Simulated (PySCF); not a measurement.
## Pt⁵⁵⁺: ionisation energy

Pt⁵⁵⁺ [Ar] 3d5 (6S) → Pt⁵⁶⁺ [Ar] 3d4 (5D), as a difference of total energies. Computed with PySCF 2.14 in an uncontracted even-tempered set (17 s from 14 bohr⁻², ratio 2.5; 13 p from 18 bohr⁻², ratio 2.5; 7 d from 18 bohr⁻², ratio 2.5; 4 f from 68 bohr⁻², ratio 2.7; 3 g from 100 bohr⁻², ratio 2.7), with the spin-free X2C one-electron Hamiltonian (Gaussian nucleus). Correlated levels: outer shells: [Ne] frozen; virtual orbitals above 40 to 60 times the deepest correlated orbital energy dropped. The calculations carry no spin-orbit coupling.

```csv
method,ionisation energy (eV)
UHF,5475.0
LDA,5470.2
PBE,5469.7
PBE0,5471.5
r2SCAN,5472.4
revPBE,5469.7
r2SCAN0,5473.5
MP2 (outer shells),5475.3
SCS-MP2 (outer shells),5474.7
```

Spin-orbit coupling is strong in these open shells (close to jj coupling). The scalar numbers leave it out and a first-order estimate fails, so it can dominate the gap to the real levels.

Breit and QED terms and the two-electron picture change are absent.

For comparison: 5410 ± 5 eV (theoretical estimate listed by NIST; NIST Atomic Spectra Database, ionization energies).
